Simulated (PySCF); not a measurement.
Structure revision by computed shifts

A compound C3H12N2Si2 gives the data below (simulated from a calculation) and was assigned the structure `C/C=N\[SiH2]N(C)[SiH3]`.

13C{1H} NMR (computed): δ 36.6 (CH2, 2C), 36.2 (CH3).

1H NMR (400 MHz, computed): δ 4.54 (m, 4H), 2.75 (s, 3H), 2.66 (m, 4H), -0.54 (br s, 1H).

- structure optimised with GFN2-xTB
- NMR shieldings at PBE0/pcSseg-1/GIAO
- code: PySCF 2.14
- no solvent, no relativistic terms, fast rotation and ring inversion assumed for equivalent nuclei, a single conformation

Chemical shifts δ = σref − σ; 1H (31.72 ppm) and 13C (186.93 ppm) vs TMS, all at this level.

**Question.** Compare with the shifts computed for the proposed structure, pairing carbons in order of shift.

**Answer.** Structure with atom numbers: `[CH3:1]/[CH:2]=[N:3]\[SiH2:4][N:5]([CH3:6])[SiH3:7]`; H(Xn) means a hydrogen on atom n.

```json
{"atom": "C2", "computed for proposal": "177.0", "given list": "36.6", "difference": "+140.4"}
{"atom": "C6", "computed for proposal": "33.2", "given list": "36.6", "difference": "-3.4"}
{"atom": "C1", "computed for proposal": "31.4", "given list": "36.2", "difference": "-4.8"}
```

The rms difference is 81.1 ppm and the largest +140.4 ppm at C2 (C=N carbon). The proposal also would give 3 carbon signals, not 2. The carbon types in order of shift don't match either: CH, CH3, CH3 for the proposal against CH2, CH2, CH3 in the data. The proposal doesn't fit.

**Question.** Which isomer fits?

**Answer.** SMILES CN1[SiH2]CNC[SiH2]1.

- Carbon types of the structure: 2 × CH2, 1 × CH3, leaving 5 H on heteroatoms.
- δC 36.6: sp3 CH2 bonded to N and Si; the inductive effect lowers its shielding.
- δC 36.2: methyl carbon bonded to N; pulled downfield by the heteroatom.
- δH 2.75: hydrogen on a methyl carbon bonded to N; its carbon carries N, an electronegative neighbour.
- δH 2.66: hydrogen on an sp3 CH2 bonded to N and Si; its carbon carries N, hence the downfield position.

The shifts were computed for this structure.

The OH or NH signal is concentration- and solvent-dependent in practice; the value given is the gas-phase one. Shifts are as computed. Against solution values, carbons near 30 ppm lie about +3 ppm off and those near 130 ppm about +5 ppm. Of 1309 compounds with measured shifts, 239 miss one by over three times the rms of a fit or turn the order of signals round; such compounds aren't used in these exercises. No couplings were computed; multiplicities are counted from neighbouring protons, with m where these are inequivalent, close in shift, in a saturated or five-membered ring or joined by F or P, and br s for small geminal =CH2 splittings.
